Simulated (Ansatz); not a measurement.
Geometry optimisation, UKS revPBE-D4/6-31G* in Ansatz 0.2.0.

The input (input.yaml):

```yaml
crystal:
  periodic: [false, false, false]
  atoms:
    - { symbol: B, position_ang: [-1.89183, 0.474566, -0.219697] }
    - { symbol: H, position_ang: [-1.83818, -0.296476, 0.662629] }
    - { symbol: Cl, position_ang: [-1.617765, -0.098288, -1.862857] }
    - { symbol: Cl, position_ang: [-2.367627, 2.132374, 0.100406] }
    - { symbol: H, position_ang: [0.017185, -0.305487, 1.189241] }
    - { symbol: O, position_ang: [0.683385, 0.320266, 0.845089] }
    - { symbol: C, position_ang: [1.567739, -0.424865, -0.004782] }
    - { symbol: H, position_ang: [2.16431, -1.164084, 0.563985] }
    - { symbol: H, position_ang: [1.027643, -0.944992, -0.82044] }
    - { symbol: H, position_ang: [2.255041, 0.306887, -0.453472] }
magnetization:
  spin_polarized: true
basis:
  gaussian: { orbitals: "6-31G*" }
hamiltonian:
  xc: revpbe
  dispersion: d4
relax:
  f_tol: 0.03
  max_steps: 50
output:
  orbitals: {}
```

Launched with:

```bash
$ ansatz run input.yaml --threads 2 --pin off --max-ram 3072MiB --backend cpu --events-out ev --progress --plain --runs-dir out
```

Question: Where does it end, and by what steps?

Answer: It converged. The force dipped under the threshold on the way, but the program's further checks kept it going. After 21 steps the energy has fallen by 0.601 eV; Cl4 moved furthest, 1.45 Å. Joined: B1–O6.

| step | energy less start (eV) | largest force component (eV/Å) | accepted |
| --- | --- | --- | --- |
| 0 | 0.0000 | 0.461 | yes |
| 1 | -0.0007 | 0.852 | yes |
| 2 | -0.1231 | 0.765 | yes |
| 3 | -0.1953 | 0.891 | yes |
| 4 | -0.2786 | 1.226 | yes |
| 5 | -0.3695 | 1.058 | yes |
| 6 | -0.3984 | 0.716 | yes |
| 7 | -0.4063 | 0.821 | yes |
| 8 | -0.4221 | 0.477 | yes |
| 9 | -0.4442 | 0.139 | yes |
| 10 | -0.4534 | 0.162 | yes |
| 11 | -0.4750 | 0.419 | yes |
| 12 | -0.4974 | 0.661 | yes |
| 13 | -0.5607 | 0.531 | yes |
| 14 | -0.5838 | 0.141 | yes |
| 15 | -0.5952 | 0.051 | yes |
| 16 | -0.5951 | 0.301 | no |
| 17 | -0.5970 | 0.130 | yes |
| 18 | -0.5988 | 0.112 | yes |
| 19 | -0.5998 | 0.066 | yes |
| 20 | -0.6005 | 0.009 | yes |
| 21 | -0.6007 | 0.018 | yes |

```xyz
10
Properties=species:S:1:pos:R:3
B -1.335 0.350 -0.028
H -2.165 0.138 0.818
Cl -1.539 -0.719 -1.526
Cl -0.999 2.111 -0.366
H -0.154 -1.164 0.908
O 0.045 -0.218 0.723
C 1.322 -0.149 -0.014
H 2.096 -0.582 0.636
H 1.231 -0.686 -0.970
H 1.499 0.919 -0.182
```

Whether the end is a true minimum wasn't checked by a vibrational analysis.

The run took 46 s on 2 threads of AMD EPYC 9R14 (Zen 4), with other jobs on the host, peak memory 0.2 GiB.
